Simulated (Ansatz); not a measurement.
Relaxation of Al₅As₄H₁₆, a cluster cut from zinc blende AlAs (hydrogen-capped) with UKS PBE-D4/def2-SVP.

```sh
$ ansatz run in.yaml --threads 2 --pin off --events-out ev --progress --plain --max-ram 20480MiB --backend cuda --devices 0, --max-vram 18GiB
```

```yaml
crystal:
  periodic: [false, false, false]
  atoms:
    - {symbol: Al, position_ang: [0.229802, -3.094670, -0.138707]}
    - {symbol: Al, position_ang: [0.230440, -0.140248, -3.091179]}
    - {symbol: Al, position_ang: [-2.709708, 0.005159, 0.011119]}
    - {symbol: Al, position_ang: [0.250025, 0.136833, 3.093079]}
    - {symbol: Al, position_ang: [0.244547, 3.094063, 0.138362]}
    - {symbol: As, position_ang: [-1.090075, -1.360675, -1.358301]}
    - {symbol: As, position_ang: [1.344583, -1.569436, 1.560563]}
    - {symbol: As, position_ang: [1.340880, 1.568176, -1.572905]}
    - {symbol: As, position_ang: [-1.071988, 1.363803, 1.366149]}
    - {symbol: H, position_ang: [1.392414, -3.753593, -1.042894]}
    - {symbol: H, position_ang: [-0.710634, -4.058092, 0.747240]}
    - {symbol: H, position_ang: [1.394829, -1.041976, -3.749931]}
    - {symbol: H, position_ang: [-0.711419, 0.744253, -4.054952]}
    - {symbol: H, position_ang: [-3.528742, -0.976587, 0.994850]}
    - {symbol: H, position_ang: [-3.532365, 0.987954, -0.968623]}
    - {symbol: H, position_ang: [-0.686066, -0.740437, 4.068225]}
    - {symbol: H, position_ang: [1.425969, 1.034578, 3.736926]}
    - {symbol: H, position_ang: [-0.695788, 4.066975, -0.737461]}
    - {symbol: H, position_ang: [1.420797, 3.740588, 1.033665]}
    - {symbol: H, position_ang: [-2.008923, -2.228106, -2.224558]}
    - {symbol: H, position_ang: [2.240549, -2.449040, 2.435482]}
    - {symbol: H, position_ang: [2.490218, -0.860719, 0.838390]}
    - {symbol: H, position_ang: [2.229386, 2.447126, -2.456037]}
    - {symbol: H, position_ang: [2.492203, 0.850667, -0.868887]}
    - {symbol: H, position_ang: [-1.980932, 2.233404, 2.240374]}
basis:
  gaussian: {orbitals: def2-SVP}
magnetization: {spin_polarized: true, initial_magnetization: 1}
hamiltonian: {xc: pbe, dispersion: d4}
scf: {lower_state_search: "off"}
output: {orbitals: {seedname: orbitals}}
relax: {f_tol: 0.03, max_steps: 70}
```

Run time 4.3 min (2 threads of AMD EPYC 7R13 on a shared host and a share (18 GiB) of an NVIDIA H100 80GB HBM3), peak host memory 0.98 GiB.

Positions (Å) and forces (eV/Å) at steps 1, 2, 3, 4, 5, 6, 7, 8, 9, 10, 11 of 52:

```xyz
25
step=1 energy=-276516.8227 eV
Al    0.230   -3.095   -0.139    0.252   -0.238    0.053
Al    0.230   -0.140   -3.091    0.293    0.406   -0.347
Al   -2.710    0.005    0.011    0.090   -0.017    0.003
Al    0.250    0.137    3.093    0.282   -0.415    0.335
Al    0.245    3.094    0.138    0.232    0.223   -0.057
As   -1.090   -1.361   -1.358   -0.255   -0.236    0.152
As    1.345   -1.569    1.561    0.174    0.118    0.031
As    1.341    1.568   -1.573    0.174   -0.127   -0.037
As   -1.072    1.364    1.366   -0.237    0.264   -0.151
H     1.392   -3.754   -1.043   -0.032    0.074    0.036
H    -0.711   -4.058    0.747   -0.121    0.064   -0.107
H     1.395   -1.042   -3.750   -0.055   -0.097    0.198
H    -0.711    0.744   -4.055   -0.113   -0.065    0.159
H    -3.529   -0.977    0.995   -0.010   -0.124   -0.108
H    -3.532    0.988   -0.969   -0.008    0.133    0.106
H    -0.686   -0.740    4.068   -0.103    0.063   -0.161
H     1.426    1.035    3.737   -0.055    0.103   -0.192
H    -0.696    4.067   -0.737   -0.111   -0.066    0.108
H     1.421    3.741    1.034   -0.029   -0.069   -0.031
H    -2.009   -2.228   -2.225   -0.051   -0.016    0.135
H     2.241   -2.449    2.435   -0.103   -0.011   -0.066
H     2.490   -0.861    0.838   -0.029    0.008    0.018
H     2.229    2.447   -2.456   -0.103    0.005    0.063
H     2.492    0.851   -0.869   -0.026    0.002   -0.008
H    -1.981    2.233    2.240   -0.057    0.017   -0.131
25
step=2 energy=-276516.9946 eV
Al    0.294   -3.159   -0.146   -0.001   -0.091    0.010
Al    0.231   -0.108   -3.007    0.019    0.031   -0.213
Al   -2.707    0.004    0.014    0.054   -0.010   -0.001
Al    0.249    0.104    3.005    0.020   -0.029    0.210
Al    0.308    3.157    0.143    0.012    0.095   -0.016
As   -1.118   -1.439   -1.302   -0.006    0.041   -0.004
As    1.403   -1.561    1.496   -0.084   -0.069   -0.042
As    1.401    1.557   -1.509   -0.090    0.071    0.043
As   -1.101    1.448    1.312   -0.011   -0.043    0.008
H     1.462   -3.782   -1.057   -0.055    0.048    0.014
H    -0.759   -4.080    0.663    0.102    0.069   -0.013
H     1.373   -1.103   -3.568   -0.104    0.031    0.047
H    -0.808    0.734   -3.907    0.086   -0.063    0.084
H    -3.529   -1.068    0.906    0.011    0.020   -0.058
H    -3.528    1.081   -0.875    0.013   -0.013    0.061
H    -0.780   -0.735    3.919    0.079    0.056   -0.082
H     1.399    1.098    3.555   -0.103   -0.030   -0.047
H    -0.741    4.089   -0.658    0.098   -0.067    0.007
H     1.488    3.769    1.047   -0.058   -0.047   -0.012
H    -2.084   -2.316   -2.106    0.019    0.057    0.043
H     2.258   -2.479    2.367   -0.007    0.085    0.034
H     2.548   -0.840    0.790   -0.005   -0.057    0.016
H     2.248    2.472   -2.391   -0.008   -0.082   -0.033
H     2.552    0.835   -0.815   -0.004    0.056   -0.015
H    -2.059    2.325    2.124    0.022   -0.059   -0.041
25
step=3 energy=-276517.0236 eV
Al    0.304   -3.155   -0.147   -0.037   -0.067    0.026
Al    0.228   -0.095   -3.041   -0.023    0.013   -0.055
Al   -2.682    0.003    0.014    0.022   -0.014    0.000
Al    0.245    0.090    3.039   -0.022   -0.018    0.052
Al    0.318    3.154    0.143   -0.031    0.069   -0.030
As   -1.098   -1.424   -1.307    0.046    0.007   -0.023
As    1.382   -1.571    1.517   -0.014   -0.027   -0.022
As    1.379    1.567   -1.530   -0.017    0.026    0.023
As   -1.082    1.432    1.316    0.047    0.001    0.024
H     1.465   -3.763   -1.071   -0.022    0.034    0.000
H    -0.735   -4.069    0.677    0.050    0.022   -0.017
H     1.348   -1.116   -3.585   -0.053    0.015    0.005
H    -0.816    0.745   -3.925    0.050   -0.034    0.022
H    -3.513   -1.083    0.879   -0.006   -0.007   -0.047
H    -3.509    1.098   -0.844   -0.003    0.015    0.048
H    -0.789   -0.748    3.936    0.047    0.032   -0.022
H     1.373    1.109    3.571   -0.054   -0.013   -0.004
H    -0.716    4.078   -0.675    0.047   -0.022    0.015
H     1.490    3.751    1.060   -0.024   -0.033    0.001
H    -2.078   -2.292   -2.098   -0.007    0.015    0.026
H     2.238   -2.462    2.413   -0.006    0.023    0.020
H     2.535   -0.867    0.809    0.009    0.002    0.022
H     2.227    2.455   -2.436   -0.005   -0.022   -0.019
H     2.539    0.863   -0.833    0.009   -0.002   -0.021
H    -2.053    2.300    2.118   -0.006   -0.016   -0.024
25
step=4 energy=-276517.0425 eV
Al    0.324   -3.180   -0.148   -0.034   -0.033    0.059
Al    0.205   -0.084   -3.057   -0.084   -0.021    0.066
Al   -2.634    0.000    0.019   -0.136   -0.027   -0.020
Al    0.216    0.075    3.053   -0.066   -0.001   -0.064
Al    0.338    3.179    0.139   -0.018    0.036   -0.079
As   -1.057   -1.432   -1.291    0.051    0.020   -0.158
As    1.353   -1.579    1.526    0.095   -0.008    0.063
As    1.351    1.575   -1.542    0.089    0.006   -0.055
As   -1.041    1.445    1.303    0.043   -0.001    0.156
H     1.477   -3.723   -1.119   -0.002    0.021    0.010
H    -0.664   -4.118    0.697    0.015   -0.013   -0.009
H     1.287   -1.150   -3.586    0.004    0.026   -0.026
H    -0.819    0.762   -3.943   -0.003   -0.002   -0.038
H    -3.483   -1.173    0.749    0.005    0.073   -0.017
H    -3.466    1.194   -0.702    0.010   -0.061    0.030
H    -0.796   -0.772    3.950   -0.009    0.006    0.038
H     1.304    1.144    3.569    0.002   -0.020    0.029
H    -0.643    4.125   -0.703    0.009    0.010    0.017
H     1.498    3.712    1.108   -0.005   -0.021   -0.008
H    -2.089   -2.287   -2.031   -0.005    0.032    0.008
H     2.193   -2.447    2.462    0.011    0.040   -0.025
H     2.511   -0.859    0.841    0.008   -0.021    0.036
H     2.183    2.442   -2.486    0.012   -0.036    0.029
H     2.516    0.857   -0.866    0.009    0.023   -0.035
H    -2.064    2.296    2.058   -0.002   -0.029   -0.005
25
step=5 energy=-276517.0592 eV
Al    0.322   -3.166   -0.130   -0.015   -0.004    0.022
Al    0.190   -0.071   -3.087   -0.070   -0.028    0.095
Al   -2.633   -0.003    0.018   -0.160   -0.040   -0.011
Al    0.202    0.059    3.081   -0.055   -0.005   -0.091
Al    0.336    3.164    0.118   -0.005    0.000   -0.036
As   -1.046   -1.418   -1.305    0.074    0.017   -0.100
As    1.363   -1.586    1.562    0.091    0.004    0.066
As    1.360    1.579   -1.578    0.089   -0.002   -0.059
As   -1.031    1.430    1.315    0.077    0.020    0.098
H     1.479   -3.681   -1.111    0.011    0.003    0.006
H    -0.651   -4.124    0.706   -0.008   -0.010   -0.002
H     1.271   -1.132   -3.625    0.024   -0.008   -0.027
H    -0.827    0.767   -3.985   -0.026    0.022   -0.028
H    -3.503   -1.171    0.728    0.022    0.044   -0.018
H    -3.478    1.201   -0.670    0.030   -0.029    0.025
H    -0.807   -0.777    3.988   -0.028   -0.016    0.027
H     1.284    1.127    3.607    0.019    0.016    0.025
H    -0.636    4.129   -0.711   -0.010    0.008    0.008
H     1.496    3.671    1.099    0.010   -0.001   -0.004
H    -2.096   -2.260   -2.034    0.006    0.003    0.011
H     2.211   -2.439    2.504   -0.023   -0.003   -0.030
H     2.530   -0.868    0.890   -0.019    0.014    0.012
H     2.199    2.434   -2.527   -0.021    0.006    0.031
H     2.534    0.865   -0.915   -0.019   -0.010   -0.009
H    -2.070    2.269    2.061    0.006   -0.001   -0.010
25
step=6 energy=-276517.0635 eV
Al    0.349   -3.150   -0.090    0.065    0.004    0.021
Al    0.125   -0.048   -3.113    0.056   -0.018   -0.053
Al   -2.638   -0.022    0.030   -0.066   -0.016   -0.058
Al    0.130    0.022    3.100    0.072   -0.008    0.058
Al    0.367    3.151    0.067    0.092    0.008   -0.073
As   -0.990   -1.399   -1.301   -0.075    0.047    0.004
As    1.389   -1.596    1.631   -0.019    0.010   -0.011
As    1.388    1.586   -1.651   -0.030   -0.026   -0.008
As   -0.970    1.424    1.310   -0.127   -0.033    0.029
H     1.531   -3.627   -1.066   -0.020    0.000    0.007
H    -0.617   -4.139    0.716   -0.012    0.018   -0.003
H     1.200   -1.080   -3.729   -0.013    0.018   -0.009
H    -0.916    0.802   -3.977   -0.016    0.015    0.019
H    -3.531   -1.246    0.591    0.035    0.088    0.083
H    -3.464    1.274   -0.497    0.060   -0.084   -0.033
H    -0.905   -0.817    3.979   -0.032   -0.010   -0.018
H     1.195    1.079    3.699   -0.020    0.000    0.005
H    -0.604    4.144   -0.724   -0.022   -0.012    0.010
H     1.552    3.622    1.043   -0.024   -0.003    0.010
H    -2.082   -2.248   -1.963    0.055    0.018   -0.025
H     2.236   -2.446    2.571    0.003    0.004   -0.007
H     2.540   -0.842    0.969   -0.023   -0.003    0.031
H     2.226    2.442   -2.594    0.005    0.005    0.015
H     2.547    0.849   -0.986   -0.019    0.003   -0.026
H    -2.060    2.267    1.983    0.076   -0.023    0.029
25
step=7 energy=-276517.0834 eV
Al    0.346   -3.136   -0.088   -0.015    0.011   -0.017
Al    0.137   -0.052   -3.131   -0.005    0.033   -0.059
Al   -2.643   -0.025    0.026   -0.052   -0.097   -0.011
Al    0.141    0.023    3.116   -0.017   -0.088    0.057
Al    0.362    3.132    0.060   -0.014   -0.018   -0.022
As   -0.993   -1.389   -1.317    0.002    0.017    0.063
As    1.393   -1.592    1.640   -0.039    0.011   -0.016
As    1.390    1.579   -1.663   -0.042   -0.006    0.011
As   -0.979    1.411    1.323    0.014    0.061   -0.039
H     1.525   -3.634   -1.054    0.002   -0.001    0.008
H    -0.647   -4.109    0.707    0.016    0.021    0.003
H     1.215   -1.072   -3.762   -0.018    0.006    0.008
H    -0.913    0.804   -3.984    0.011   -0.004    0.021
H    -3.532   -1.192    0.697    0.042    0.045    0.013
H    -3.456    1.237   -0.581    0.040    0.008   -0.009
H    -0.911   -0.814    3.982    0.014    0.006   -0.021
H     1.200    1.079    3.725   -0.019    0.018   -0.013
H    -0.642    4.113   -0.710    0.018   -0.018    0.000
H     1.538    3.622    1.035    0.004    0.000    0.007
H    -2.059   -2.244   -2.008    0.016   -0.005    0.003
H     2.243   -2.456    2.564    0.008   -0.005    0.008
H     2.542   -0.836    0.982   -0.003    0.005    0.013
H     2.233    2.451   -2.587    0.009    0.010   -0.001
H     2.548    0.839   -1.001    0.000    0.000   -0.004
H    -2.038    2.262    2.030    0.029   -0.007   -0.002
25
step=8 energy=-276517.0960 eV
Al    0.355   -3.126   -0.080    0.005    0.017   -0.058
Al    0.116   -0.036   -3.164    0.011   -0.027   -0.033
Al   -2.631   -0.042    0.031   -0.059   -0.185   -0.004
Al    0.108   -0.009    3.139   -0.013   -0.083    0.016
Al    0.369    3.118    0.035   -0.003   -0.032    0.003
As   -0.967   -1.374   -1.321   -0.023    0.051    0.064
As    1.388   -1.598    1.666   -0.018    0.010   -0.007
As    1.389    1.579   -1.699   -0.020    0.010    0.014
As   -0.958    1.401    1.324    0.040    0.102   -0.028
H     1.543   -3.623   -1.035    0.002   -0.011    0.016
H    -0.642   -4.093    0.715    0.001    0.010    0.003
H     1.186   -1.050   -3.817   -0.020    0.020   -0.003
H    -0.942    0.831   -3.995    0.000   -0.007    0.023
H    -3.517   -1.173    0.762    0.042    0.071   -0.022
H    -3.399    1.244   -0.585    0.028    0.019    0.007
H    -0.954   -0.848    3.989    0.014    0.015   -0.022
H     1.136    1.076    3.754   -0.021    0.017   -0.005
H    -0.644    4.099   -0.722    0.010   -0.012    0.003
H     1.542    3.601    1.019    0.008    0.009    0.003
H    -2.027   -2.239   -2.009   -0.001   -0.017    0.006
H     2.241   -2.464    2.585    0.004   -0.011    0.015
H     2.536   -0.825    1.025   -0.004    0.020    0.011
H     2.235    2.460   -2.610    0.006    0.015   -0.004
H     2.546    0.832   -1.044    0.001   -0.008    0.005
H    -2.007    2.259    2.036    0.010    0.006   -0.003
25
step=9 energy=-276517.1299 eV
Al    0.390   -3.097   -0.081    0.043   -0.017   -0.101
Al    0.073   -0.016   -3.230    0.059   -0.123   -0.097
Al   -2.617   -0.112    0.061    0.081   -0.280   -0.028
Al    0.019   -0.089    3.168    0.032   -0.018    0.020
Al    0.406    3.085   -0.022    0.031    0.007   -0.002
As   -0.915   -1.337   -1.324   -0.192    0.093    0.098
As    1.388   -1.611    1.718    0.008    0.039   -0.037
As    1.398    1.575   -1.781   -0.013    0.014    0.031
As   -0.911    1.398    1.319   -0.045    0.107    0.007
H     1.611   -3.618   -0.984   -0.030    0.002    0.026
H    -0.629   -4.041    0.711   -0.012   -0.015    0.010
H     1.124   -0.985   -3.984   -0.089    0.090    0.047
H    -1.032    0.876   -3.977    0.022   -0.027    0.044
H    -3.524   -1.131    0.918    0.087    0.126   -0.087
H    -3.251    1.260   -0.543    0.041    0.008    0.059
H    -1.082   -0.924    3.970    0.028    0.027   -0.040
H     0.954    1.071    3.823   -0.075   -0.036   -0.045
H    -0.640    4.061   -0.738    0.009   -0.001    0.009
H     1.573    3.567    0.973   -0.007    0.003    0.002
H    -1.962   -2.235   -1.991    0.019   -0.042   -0.025
H     2.246   -2.478    2.630   -0.003   -0.003    0.036
H     2.524   -0.782    1.126   -0.028    0.019    0.033
H     2.254    2.479   -2.659    0.000    0.006   -0.009
H     2.546    0.808   -1.135    0.014   -0.009    0.015
H    -1.942    2.276    2.031    0.020    0.030    0.031
25
step=10 energy=-276517.1674 eV
Al    0.411   -3.092   -0.103    0.084   -0.028   -0.036
Al    0.046   -0.019   -3.274    0.068   -0.071   -0.129
Al   -2.560   -0.185    0.091    0.038   -0.057    0.164
Al   -0.054   -0.144    3.167    0.057    0.209    0.049
Al    0.435    3.076   -0.059    0.057    0.051    0.080
As   -0.898   -1.339   -1.340   -0.216   -0.015   -0.010
As    1.372   -1.617    1.733    0.060    0.072   -0.083
As    1.395    1.565   -1.824   -0.012    0.003    0.036
As   -0.899    1.439    1.330   -0.183   -0.055   -0.052
H     1.655   -3.629   -0.964   -0.055    0.018    0.014
H    -0.614   -4.020    0.703   -0.014   -0.031    0.003
H     1.083   -0.942   -4.103   -0.136    0.101    0.096
H    -1.093    0.897   -3.947    0.056   -0.067    0.053
H    -3.496   -1.099    1.045    0.173    0.164   -0.201
H    -3.076    1.276   -0.467    0.065   -0.097    0.074
H    -1.177   -0.980    3.936    0.027    0.015   -0.047
H     0.792    1.091    3.835   -0.091   -0.162   -0.061
H    -0.629    4.050   -0.748    0.013    0.006   -0.010
H     1.589    3.553    0.956   -0.007    0.008   -0.042
H    -1.914   -2.274   -2.009    0.054   -0.013   -0.033
H     2.229   -2.476    2.654   -0.015    0.009    0.037
H     2.502   -0.740    1.191   -0.070   -0.021    0.047
H     2.257    2.484   -2.684   -0.015   -0.022   -0.013
H     2.541    0.791   -1.184    0.018   -0.006    0.018
H    -1.897    2.335    2.065    0.042   -0.012    0.045
25
step=11 energy=-276517.1787 eV
Al    0.416   -3.118   -0.149    0.051   -0.031    0.085
Al    0.044   -0.043   -3.262   -0.077    0.011    0.003
Al   -2.464   -0.253    0.124   -0.402    0.235    0.378
Al   -0.088   -0.125    3.123    0.074    0.373    0.086
Al    0.468    3.115   -0.026    0.008    0.070    0.035
As   -0.948   -1.410   -1.376    0.159   -0.140   -0.313
As    1.334   -1.588    1.681    0.152    0.057   -0.082
As    1.369    1.547   -1.777    0.021   -0.018    0.004
As   -0.946    1.512    1.322   -0.067   -0.212    0.014
H     1.656   -3.665   -1.004   -0.030    0.037   -0.002
H    -0.595   -4.044    0.680    0.018   -0.025    0.006
H     1.061   -0.956   -4.107   -0.042    0.059    0.050
H    -1.118    0.872   -3.896    0.084   -0.048    0.016
H    -3.449   -1.115    1.083    0.225    0.205   -0.210
H    -2.903    1.277   -0.376    0.019   -0.183    0.019
H    -1.202   -0.983    3.869   -0.030   -0.012   -0.021
H     0.726    1.125    3.804   -0.053   -0.242   -0.035
H    -0.578    4.082   -0.752    0.011    0.028   -0.016
H     1.631    3.612    0.966   -0.023   -0.035   -0.046
H    -1.911   -2.375   -2.086    0.029    0.129    0.085
H     2.176   -2.429    2.638   -0.028    0.034   -0.008
H     2.467   -0.686    1.179   -0.093   -0.089    0.028
H     2.225    2.458   -2.654   -0.020   -0.051   -0.004
H     2.524    0.785   -1.135    0.016   -0.011   -0.008
H    -1.895    2.407    2.128   -0.002   -0.139   -0.061
```
